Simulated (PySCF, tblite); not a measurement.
C4H9N3Si.
Cartesian coordinates in Å at the GFN2-xTB level; atoms count from 1:
```
atom  x, y, z in Å
C1    -1.6016   -1.5413    0.5664
Si2   -1.0106    0.2586    0.4863
C3    -1.7005    1.1607   -1.0346
N4     0.7513    0.1795    0.2892
N5     1.3294   -0.5829   -0.6218
C6     2.6236   -0.3631   -0.4927
C7     2.7987    0.5693    0.5402
N8     1.6057    0.8865    1.0054
H9    -1.2496   -2.0977   -0.2986
H10   -1.2232   -2.0418    1.4534
H11   -2.6849   -1.6050    0.5878
H12   -1.1656    1.0104    1.7316
H13   -1.3182    2.1754   -1.0997
H14   -2.7839    1.2181   -1.0032
H15   -1.4222    0.6438   -1.9498
H16    3.3486   -0.8534   -1.1091
H17    3.6960    0.9948    0.9394
```

Level of theory: CAM-B3LYP/def2-SVPD in PySCF (dipole) on a GFN2-xTB geometry, gas phase.

Take the most abundant isotopes and a rigid rotor. The values belong to one conformer with, in the numbering `[CH3:1][SiH:2]([CH3:3])[n:4]1[n:5][cH:6][cH:7][n:8]1`, C1–Si2–N4–N5 49°.

Question: What are A, B and C (MHz)?

Answer: Ia = 148.74, Ib = 434.75, Ic = 461.29 u·Å²; 505379 MHz·u·Å²/I gives A = 3398, B = 1162, C = 1096 MHz.

Question: What kind of rotor is it?

Answer: A near-prolate asymmetric top. Ray's parameter κ = (2B − A − C)/(A − C) = -0.942; −1 is the prolate and +1 the oblate limit.

Question: Is it planar, by Δ = Ic − Ia − Ib?

Answer: Not planar: Δ = Ic − Ia − Ib = -122.20 u·Å². For a rigid frame Δ = −2 Σ m c², so Σ m c² = 61.10 u·Å² lies off the ab plane: 12.87 from hydrogen and 48.23 from heavier atoms. The atom farthest from that plane is 1.92 Å away.

Question: Which lines would a microwave search look for?

Answer: The dipole components are |μa| = 0.72 D, |μb| = 0.17 D, |μc| = 0.44 D. The squared components, which scale the intensities, stand as 1.00 : 0.06 : 0.38 (a : b : c). Some lines, for components of 0.1 D or more:

```csv
type,branch,"J(Ka,Kc)",MHz,lower level (cm⁻¹)
c,Q,"3(1,3) ← 3(0,3)",2075,0.452
b,Q,"3(1,2) ← 3(0,3)",2476,0.452
b,R,"2(1,2) ← 1(0,1)",6684,0.075
a,R,"5(4,1) ← 4(4,0)",11293,1.964
c,Q,"5(3,3) ← 5(2,3)",11305,1.434
b,Q,"5(3,2) ← 5(2,3)",11306,1.434
c,Q,"4(3,2) ← 4(2,2)",11327,1.057
b,R,"3(2,1) ← 2(1,2)",13688,0.298
b,Q,"5(4,2) ← 5(3,3)",15877,1.811
c,Q,"4(4,1) ← 4(3,1)",15878,1.434
c,R,"3(3,1) ← 2(2,1)",18119,0.529
c,R,"5(2,4) ← 4(1,4)",18430,0.818
c,R,"4(3,1) ← 3(2,1)",20372,0.755
c,R,"5(3,3) ← 4(2,3)",22644,1.056
b,R,"5(5,1) ← 4(4,0)",31709,1.964
```

Its lowest GFN2-xTB frequency is 4 cm⁻¹, too small to tell a flat minimum from a shallow saddle. Zero-point vibration and centrifugal distortion are left out. A rigid rotor knows nothing of internal rotation, which can split or shift real lines. Quadrupole hyperfine structure (14N) is left out.
